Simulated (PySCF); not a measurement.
Below is a simulated gas-phase Si 2p photoelectron spectrum of `CN[SiH2][Se][SiH3]`.

Every computed line was given a Gaussian of 0.4 eV full width at half maximum and an area set by the number of equivalent atoms (split 2:1 within a doublet); the highest printed point is 100. Level of theory: PySCF 2.14.0, delta-SCF UKS SCAN, pcX-2 on the ionised atom, pcseg-1 elsewhere, spin-free X2C.

```
binding energy (eV)  intensity
              106.4          0
              106.5          2
              106.6          8
              106.7         26
              106.8         56
              106.9         89
              107.0        100
              107.1         81
              107.2         50
              107.3         29
              107.4         30
              107.5         42
              107.6         50
              107.7         44
              107.8         27
              107.9         12
              108.0          4
              108.1          1
              108.2          0
```

Problem. How many maxima does the curve show, and how many computed lines lie under it?

Solution. The curve has 2 maxima (at 107.0 and 107.6 eV). Under it lie 4 lines from 2 inequivalent silicon sites, each drawn as a 2p3/2, 2p1/2 pair. At this width some lines have no maximum of their own.

Problem. Decompose the envelope and assign each component. Numbering: `[CH3:1][NH:2][SiH2:3][Se:4][SiH3:5]`.

Solution. 
```json
{"position (eV)": "106.95", "relative area": "0.67", "line": "Si 2p3/2", "atoms": "Si5", "environment": "SiH3 silicon"}
{"position (eV)": "107.02", "relative area": "0.67", "line": "Si 2p3/2", "atoms": "Si3", "environment": "SiH2 silicon"}
{"position (eV)": "107.58", "relative area": "0.33", "line": "Si 2p1/2", "atoms": "Si5", "environment": "SiH3 silicon"}
{"position (eV)": "107.64", "relative area": "0.33", "line": "Si 2p1/2", "atoms": "Si3", "environment": "SiH2 silicon"}
```

Problem. What are the centre and the root-mean-square width of the whole band?

Solution. The area-weighted mean of the lines is 107.19 eV. Their own spread about it is 0.30 eV (rms) and each Gaussian has σ = 0.4/2.355 = 0.17 eV; the variances add, which gives 0.34 eV.

The 2 Si 2p3/2 values lie within 0.07 eV of each other.

Shake-up satellites, vibrational structure and lifetime widths aren't simulated. Spin–orbit coupling isn't in the SCF: each 2p doublet comes from a relaxed spin-free hole plus a matrix of the shell (mean-field spin–orbit coupling and the ground-state 2p splitting), with 2p3/2 averaged over its two sublevels. 2p1/2 minus 2p3/2 (ligand field included): Si 0.62 eV. Geometry: PBE0-D3(BJ)/def2-SVP, one conformer, isolated molecule.

On Intel Xeon Platinum 8259CL at 2.50 GHz, one thread, on a shared host, this took 66 s and 0.65 GiB of memory at its peak.

Conformer computed: `[CH3:1][NH:2][SiH2:3][Se:4][SiH3:5]`: C1–N2–Si3–Se4 152°, N2–Si3–Se4–Si5 136°.
